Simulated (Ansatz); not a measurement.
`C[SiH2]/C(F)=C\F` + HCl → `C[SiH2]/C(Cl)=C\F` + H–F  (substitution at a C–F bond)

Program: Ansatz. Geometries: PBE0-D4/def2-TZVP. ΔE: electronic, gas phase. CCSD(T)/CBS is the MP2 limit (def2-TZVPP, def2-QZVPP) plus CCSD(T) − MP2 in def2-TZVPP, frozen cores. This one scheme is used for every species. Double bonds are as drawn, so ΔE can hold a change between cis and trans. Functionals use def2-TZVPP. B3LYP here is the variant with VWN-RPA as its local correlation; programs differ in this. Each species was taken in one conformer, which may not be the lowest.

`C[SiH2]/C(F)=C\F`:

```xyz
12

C    -1.064    0.417   -1.577
Si   -0.418    0.800    0.131
C     1.012   -0.351    0.530
F     2.046   -0.304   -0.349
C     1.149   -1.204    1.536
F     0.201   -1.344    2.463
H    -1.850    1.122   -1.857
H    -0.262    0.491   -2.314
H    -1.477   -0.593   -1.619
H    -1.453    0.615    1.177
H     0.103    2.192    0.189
H     2.013   -1.842    1.690
```

HCl:

```xyz
2

Cl    0.557   -0.307    0.071
H    -0.557    0.307   -0.071
```

`C[SiH2]/C(Cl)=C\F`:

```xyz
12

C     0.706   -1.548   -0.928
Si    0.877    0.167   -0.216
C    -0.596    0.543    0.881
Cl   -0.817   -0.531    2.230
C    -1.485    1.518    0.747
F    -1.410    2.394   -0.256
H     0.599   -2.286   -0.130
H    -0.169   -1.613   -1.577
H     1.590   -1.805   -1.516
H     0.944    1.199   -1.280
H     2.088    0.260    0.641
H    -2.327    1.701    1.405
```

H–F:

Cartesian coordinates in Å:
```
F -0.385 0.121 0.220
H 0.385 -0.121 -0.220
```

```json
{"level": "B3LYP-D4", "ΔE (kJ/mol)": "-30.1", "difference from CCSD(T)/CBS": "13.0"}
{"level": "ωB97X-V", "ΔE (kJ/mol)": "-27.7", "difference from CCSD(T)/CBS": "15.4"}
{"level": "B2PLYP", "ΔE (kJ/mol)": "-31.4", "difference from CCSD(T)/CBS": "11.7"}
{"level": "PBE0", "ΔE (kJ/mol)": "-31.1", "difference from CCSD(T)/CBS": "12.0"}
{"level": "B3LYP", "ΔE (kJ/mol)": "-21.4", "difference from CCSD(T)/CBS": "21.7"}
{"level": "HF/def2-TZVPP", "ΔE (kJ/mol)": "-17.0", "difference from CCSD(T)/CBS": "26.1"}
{"level": "MP2/def2-QZVPP", "ΔE (kJ/mol)": "-55.2", "difference from CCSD(T)/CBS": "-12.1"}
{"level": "SCS-MP2/def2-QZVPP", "ΔE (kJ/mol)": "-45.7", "difference from CCSD(T)/CBS": "-2.6"}
{"level": "HF/CBS(def2)", "ΔE (kJ/mol)": "-17.2", "difference from CCSD(T)/CBS": "25.9"}
{"level": "MP2/CBS(def2)", "ΔE (kJ/mol)": "-57.8", "difference from CCSD(T)/CBS": "-14.7"}
{"level": "CCSD(T)/CBS", "ΔE (kJ/mol)": "-43.1", "difference from CCSD(T)/CBS": "0"}
```

Largest T1 diagnostic among the species: 0.012.

The D4 term adds −8.7 kJ/mol with B3LYP and −4.7 kJ/mol with PBE0; it sums over pairs of atoms, weighted by their polarisabilities, and B3LYP, whose exchange is more repulsive, gets the larger term. In def2-TZVPP, CCSD(T) changes the Hartree–Fock value by −19.9 kJ/mol (the triples alone add −3.7 kJ/mol) and MP2 by −34.6 kJ/mol.
